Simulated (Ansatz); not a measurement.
# Molecular dynamics, step by step

CH₃NOSi (SMILES N=[Si]=CO), closed shell, PBE0-D4/def2-SVP (Ansatz 0.2.0). Settings (timestep in fs, temperature in K, friction in 1/fs; T counts 21 degrees of freedom, while the starting velocities carry no drift of the centre of mass, so T starts below the set value):

```yaml
hamiltonian: {xc: pbe0, dispersion: d4}
md: {n_steps: 40, timestep: 0.75, temperature: 300, ensemble: nvt_langevin, seed: 404, friction: 0.05, initial_velocities: maxwell_boltzmann}
```

Start (the SMILES describes the start alone):

N1  (-2.253, 0.473, -0.423)
Si2  (-0.762, 0.279, 0.141)
C3  (0.994, 0.106, 0.446)
O4  (1.618, -1.154, 0.233)
H5  (-2.551, 1.161, -1.098)
H6  (1.343, 0.482, 1.410)
H7  (1.612, -1.346, -0.709)
(Å)

```csv
step,time (fs),potential energy less the start (meV),kinetic energy (meV),T (K)
0,0.00,0.0,232.7,257
2,1.50,110.4,162.1,179
4,3.00,80.0,252.1,279
6,4.50,3.0,378.4,418
8,6.00,47.3,183.4,203
10,7.50,90.6,167.5,185
12,9.00,51.8,191.3,211
14,10.50,-19.4,304.7,337
16,12.00,60.2,150.7,167
18,13.50,48.9,204.0,225
20,15.00,-36.3,339.0,375
22,16.50,4.6,286.3,316
24,18.00,-14.3,297.1,328
26,19.50,-68.7,356.1,394
28,21.00,-47.1,372.6,412
30,22.50,1.9,315.4,349
32,24.00,-65.0,378.2,418
34,25.50,-33.3,406.4,449
36,27.00,38.5,298.2,330
38,28.50,-21.7,414.6,458
40,30.00,-40.7,441.3,488
```

Step 10, positions (Å) and forces (eV/Å):

| atom | x | y | z | Fx | Fy | Fz |
| --- | --- | --- | --- | --- | --- | --- |
| N1 | -2.286 | 0.485 | -0.422 | 1.882 | -0.587 | 1.314 |
| Si2 | -0.771 | 0.278 | 0.163 | -1.126 | -0.414 | 0.290 |
| C3 | 1.018 | 0.062 | 0.426 | -0.425 | 0.860 | 1.784 |
| O4 | 1.618 | -1.138 | 0.215 | 0.329 | 0.011 | -0.346 |
| H5 | -2.394 | 1.079 | -1.210 | -0.398 | 0.848 | -1.283 |
| H6 | 1.269 | 0.509 | 1.495 | -0.265 | -0.777 | -2.106 |
| H7 | 1.647 | -1.305 | -0.741 | 0.002 | 0.059 | 0.345 |

Step 14, positions (Å) and forces (eV/Å):

```json
{"atom": "N1", "x": "-2.285", "y": "0.493", "z": "-0.412", "Fx": "1.241", "Fy": "0.327", "Fz": "-0.196"}
{"atom": "Si2", "x": "-0.785", "y": "0.279", "z": "0.173", "Fx": "-0.590", "Fy": "-0.529", "Fz": "0.534"}
{"atom": "C3", "x": "1.025", "y": "0.054", "z": "0.424", "Fx": "-1.216", "Fy": "0.843", "Fz": "0.348"}
{"atom": "O4", "x": "1.617", "y": "-1.126", "z": "0.220", "Fx": "0.587", "Fy": "-0.559", "Fz": "0.409"}
{"atom": "H5", "x": "-2.387", "y": "1.039", "z": "-1.272", "Fx": "-0.247", "Fy": "-0.002", "Fz": "-0.031"}
{"atom": "H6", "x": "1.249", "y": "0.432", "z": "1.438", "Fx": "0.131", "Fy": "0.242", "Fz": "-0.199"}
{"atom": "H7", "x": "1.659", "y": "-1.267", "z": "-0.717", "Fx": "0.094", "Fy": "-0.322", "Fz": "-0.865"}
```

Step 34, positions (Å) and forces (eV/Å):

```
atom       x       y       z      Fx      Fy      Fz
  N1  -2.255   0.600  -0.396   0.602  -0.502   0.913
 Si2  -0.838   0.242   0.186   0.740  -0.627   0.711
  C3   0.959   0.023   0.442  -0.308   0.578  -0.145
  O4   1.687  -1.135   0.257  -0.793   1.128   0.808
  H5  -2.674   0.825  -1.259  -0.509   0.612  -1.192
  H6   1.252   0.683   1.308   0.108  -0.831  -0.626
  H7   1.572  -1.327  -0.671   0.159  -0.358  -0.469
```

Last step (40):

```
atom    x (Å)    y (Å)    z (Å)
  N1  -2.2617   0.6006  -0.3918
 Si2  -0.8482   0.2057   0.2039
  C3   0.9361   0.0041   0.4253
  O4   1.6852  -1.1187   0.2869
  H5  -2.7206   0.8222  -1.3115
  H6   1.3151   0.7562   1.1760
  H7   1.5073  -1.3877  -0.6457
```

The run took about 63 s on 1 CPU thread of an Intel Xeon (shared host).
